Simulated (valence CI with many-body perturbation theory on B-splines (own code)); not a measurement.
## E1 transitions of Tc XII

Computed by configuration interaction combined with many-body perturbation theory (CI+MBPT): four valence electrons over a frozen Dirac-Fock core [Ar] 3d10, a basis of 11 s, 11 p, 9 d, 7 f, 5 g, 2 h, 1 i functions for each j, with the one-electron correlation potential Σ1, the two-electron term Σ2, the three-electron term Σ3, Breit, model QED; selected CI, second order for the rest, scaled by the run's own slope (own B-spline code, finite nucleus).

No measured spectrum was set against this ion. As an estimate, levels hold to about 250 cm⁻¹ or 0.2 % of their energy and the worst to 1 %, as in measured heavy ions of charge 2 to 7; those with d or f electrons hold less well.

Lines 1 to 50 of 241 in falling wavelength, among levels below 94.383 eV, chosen from the strongest by gf and those to the six lowest levels. Wavelengths and rates use the calculated energies, so an error of 700 cm⁻¹ moves a line at 636.5 Å by 0.45 % and its rate by three times that or more. Electric multipoles are in the length gauge, E1 and E2 with the static RPA response of the core. Weak lines are less certain than strong ones. Lines between different terms over intervals too small for the method are left out, as are lines whose strength nearly cancels. Where a level lies close to another of its J and parity, the split of strength between their lines is uncertain. The highest levels of a list are the least certain.

Names give the largest LS component (configuration and term), which can be under half, so a name can repeat, a term be missing and a line seem to break the LS rules; names also repeat where a configuration has a term twice. Letters in brackets count levels of one name in rising energy.

| λ vac (Å) | Upper | Lower | A (s⁻¹) | log gf | Branch % |
| --- | --- | --- | --- | --- | --- |
| 636.5 | 4s 4p3 5S°_2 | 4s2 4p2 1D_2 | 6.50e+06 | -2.70 | 4.0 |
| 564.9 | 4s 4p3 3D°_1 | 4s2 4p2 1S_0 | 1.64e+07 | -2.63 | 0.4 |
| 529.3 | 4s 4p3 5S°_2 | 4s2 4p2 3P_2 | 7.24e+07 | -1.82 | 45.1 |
| 524.3 | 4p4 1D_2 | 4s 4p3 1P°_1 | 1.07e+09 | -0.66 | 8.9 |
| 520.5 | 4p4 3P_2 | 4s 4p3 3S°_1 | 1.19e+09 | -0.62 | 7.4 |
| 518.7 | 4s 4p2 4d 3F_4 [a] | 4s2 4p 4d 3D°_3 | 2.63e+08 | -1.02 | 18.9 |
| 501.5 | 4s 4p3 5S°_2 | 4s2 4p2 3P_1 | 8.16e+07 | -1.81 | 50.8 |
| 498.3 | 4s 4p2 4d 1G_4 | 4s2 4p 4d 1F°_3 | 8.33e+08 | -0.55 | 7.5 |
| 488.3 | 4p4 3P_2 | 4s 4p3 1D°_2 | 4.99e+08 | -1.05 | 3.1 |
| 479.0 | 4s 4p3 3D°_1 | 4s2 4p2 1D_2 | 1.43e+08 | -1.83 | 3.2 |
| 475.4 | 4s 4p3 3D°_2 | 4s2 4p2 1D_2 | 3.38e+07 | -2.24 | 1.1 |
| 464.2 | 4p4 3P_0 | 4s 4p3 3S°_1 | 3.72e+09 | -0.92 | 19.0 |
| 460.1 | 4s 4p3 3P°_1 | 4s2 4p2 1S_0 | 1.33e+08 | -1.90 | 1.7 |
| 456.7 | 4s 4p3 3D°_3 | 4s2 4p2 1D_2 | 6.78e+08 | -0.83 | 27.1 |
| 456.3 | 4p4 3P_1 | 4s 4p3 3S°_1 | 2.05e+09 | -0.72 | 10.9 |
| 423.9 | 4s 4p2 4d 3F_3 [a] | 4s2 4p 4d 3F°_3 | 6.07e+08 | -0.94 | 8.3 |
| 420.1 | 4p4 3P_2 | 4s 4p3 3P°_2 | 1.41e+09 | -0.73 | 8.7 |
| 418.3 | 4p4 1D_2 | 4s 4p3 1D°_2 | 6.37e+09 | -0.08 | 53.0 |
| 417.5 | 4s 4p2 4d 3F_2 [a] | 4s2 4p 4d 3F°_2 | 7.22e+08 | -1.03 | 20.0 |
| 415.7 | 4s 4p3 3D°_1 | 4s2 4p2 3P_2 | 1.52e+08 | -1.93 | 3.4 |
| 415.3 | 4s 4p2 4d 3D_2 [b] | 4s2 4p 4d 3D°_2 | 7.50e+08 | -1.01 | 0.9 |
| 412.9 | 4s 4p3 3D°_2 | 4s2 4p2 3P_2 | 1.48e+07 | -2.72 | 0.5 |
| 402.6 | 4p4 1S_0 | 4s 4p3 1P°_1 | 1.16e+10 | -0.55 | 72.5 |
| 401.5 | 4s 4p3 3P°_1 | 4s2 4p2 1D_2 | 5.61e+07 | -2.39 | 0.7 |
| 399.0 | 4s 4p2 4d 3F_3 [b] | 4s2 4p 4d 3D°_3 | 7.32e+08 | -0.91 | 1.0 |
| 398.7 | 4s 4p3 3D°_3 | 4s2 4p2 3P_2 | 1.82e+09 | -0.52 | 72.9 |
| 398.3 | 4s 4p3 3D°_1 | 4s2 4p2 3P_1 | 1.41e+08 | -2.00 | 3.2 |
| 395.8 | 4s 4p3 3D°_2 | 4s2 4p2 3P_1 | 3.07e+09 | -0.44 | 98.4 |
| 395.8 | 4s 4p3 3P°_2 | 4s2 4p2 1D_2 | 2.25e+07 | -2.58 | 0.3 |
| 392.4 | 4s 4p2 4d 3D_2 [c] | 4s2 4p 4d 3P°_1 | 8.83e+08 | -0.99 | 1.5 |
| 383.3 | 4s 4p2 4d 3G_5 | 4s2 4p 4d 3F°_4 | 3.74e+09 | -0.04 | 100.0 |
| 379.4 | 4s 4p2 4d 3F_2 [b] | 4s2 4p 4d 3P°_1 | 1.19e+09 | -0.89 | 1.1 |
| 378.5 | 4s 4p2 4d 3D_3 [a] | 4s2 4p 4d 3P°_2 | 1.95e+09 | -0.53 | 4.8 |
| 377.4 | 4p4 3P_0 | 4s 4p3 3P°_1 | 5.57e+09 | -0.92 | 28.4 |
| 377.2 | 4p4 3P_1 | 4s 4p3 3P°_2 | 4.10e+09 | -0.58 | 21.8 |
| 376.2 | 4s 4p2 4d 3D_3 [c] | 4s2 4p 4d 3D°_2 | 2.22e+09 | -0.48 | 5.4 |
| 375.6 | 4s 4p2 4d 3F_4 [b] | 4s2 4p 4d 3D°_3 | 9.41e+08 | -0.75 | 0.7 |
| 374.7 | 4s 4p3 3S°_1 | 4s2 4p2 1S_0 | 8.22e+08 | -1.28 | 1.3 |
| 369.1 | 4s 4p2 4d 3S_1 [a] | 4s2 4p 4d 3P°_1 | 1.77e+09 | -0.97 | 2.2 |
| 368.8 | 4s 4p2 4d 3D_3 [b] | 4s2 4p 4d 3P°_2 | 2.56e+09 | -0.44 | 4.2 |
| 368.0 | 4p4 3P_2 | 4s 4p3 3D°_3 | 7.78e+09 | -0.10 | 48.2 |
| 366.9 | 4s 4p3 3D°_1 | 4s2 4p2 3P_0 | 4.02e+09 | -0.61 | 89.9 |
| 366.1 | 4s 4p2 4d 1G_4 | 4s2 4p 4d 3F°_4 | 1.31e+09 | -0.62 | 11.8 |
| 365.9 | 4s 4p2 4d 3F_3 [c] | 4s2 4p 4d 1D°_2 | 3.12e+09 | -0.36 | 3.1 |
| 365.2 | 4s 4p2 4d 3G_4 | 4s2 4p 4d 3F°_3 | 4.33e+09 | -0.11 | 71.1 |
| 364.4 | 4s 4p2 4d 3S_1 [b] | 4s2 4p 4d 3D°_2 | 1.52e+09 | -1.04 | 2.3 |
| 357.1 | 4s 4p2 4d 3P_0 [b] | 4s2 4p 4d 3D°_1 | 4.98e+09 | -1.02 | 5.8 |
| 356.7 | 4p4 3P_2 | 4s 4p3 3D°_2 | 3.40e+09 | -0.49 | 21.0 |
| 356.3 | 4s 4p2 4d 3G_3 | 4s2 4p 4d 3F°_2 | 4.80e+09 | -0.19 | 85.2 |
| 356.0 | 4s 4p3 3P°_1 | 4s2 4p2 3P_2 | 6.25e+08 | -1.45 | 7.8 |
